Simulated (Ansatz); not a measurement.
C2H4OSi, SMILES `C[Si]C=O` (lower singlet; C–Si–C–O torsion 93°) (charge 0, multiplicity 1). This singlet lies 0.88 eV below the relaxed triplet at the level frozen-core CCSD(T)/cc-pVTZ // B3LYP-D3(BJ)/def2-TZVP (Ansatz, a program for electronic structure).

Cartesian coordinates (Å):
SMILES: C(=O)[Si]C
```xyz
8

C     -1.2152     0.0469     0.0731
Si     0.2125    -1.1751    -0.3084
C      1.5619    -0.1727     0.5520
O      1.8291     0.3648    -0.5258
H     -0.9196     1.0899    -0.0596
H     -2.0739    -0.1574    -0.5682
H     -1.5355    -0.0785     1.1139
H      2.1407     0.0821     1.4568
```
Charge 0, multiplicity 1.

The restricted HF start is unstable towards unrestricted orbitals.

Question: Give the natural occupations of the active orbitals, the CASSCF energy and the corrected energy for frozen-core fic-MRCISD+Q@CASSCF(2e,2o)/cc-pVTZ // B3LYP-D3(BJ)/def2-TZVP (Ansatz).

Answer: 
The natural occupations is 1.93, 0.07 and the CASSCF energy is -441.8795 Ha. The corrected energy comes out as -442.5469 Ha and the weight of the reference is 0.860.
